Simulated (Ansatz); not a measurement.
`CCC(C)CC` + `OBCl` → `CCOBCl` + `CCCC`  (substitution at a C–C bond)

Calculated with Ansatz (gas phase, PBE0-D4/def2-TZVP geometries, no zero-point term in ΔE). CCSD(T)/CBS is the MP2 limit (def2-TZVPP, def2-QZVPP) plus CCSD(T) − MP2 in def2-TZVPP, frozen cores. This one scheme is used for every species. Functionals use def2-TZVPP. One conformer a species, not always the lowest.

Problem. Is it downhill or uphill in electronic energy at CCSD(T)/CBS, and by how much? (Best estimate.)

Solution. The calculation gave: Uphill: ΔE = +41.3 kJ/mol.

Problem. What do these levels give: PBE-D4, r2SCAN-D4, B2PLYP, CCSD/def2-TZVPP, HF/def2-QZVPP, CCSD/CBS(def2)? (Best estimate.)

Solution. Ansatz gave: PBE-D4 34.6, r2SCAN-D4 34.5, B2PLYP 28.9, CCSD/def2-TZVPP 37.4, HF/def2-QZVPP 15.1, CCSD/CBS(def2) 38.8 kJ/mol.

Largest T1 diagnostic among the species: 0.012.

The D4 term adds +10.8 kJ/mol with B3LYP and +6.1 kJ/mol with PBE0; it sums over pairs of atoms, weighted by their polarisabilities, and B3LYP, whose exchange is more repulsive, gets the larger term. From PBE to PBE0 (25 % exact exchange), in def2-TZVPP and without D4, ΔE moves by +3.1 kJ/mol.

B3LYP here is the variant with VWN-RPA as its local correlation; programs differ in this.
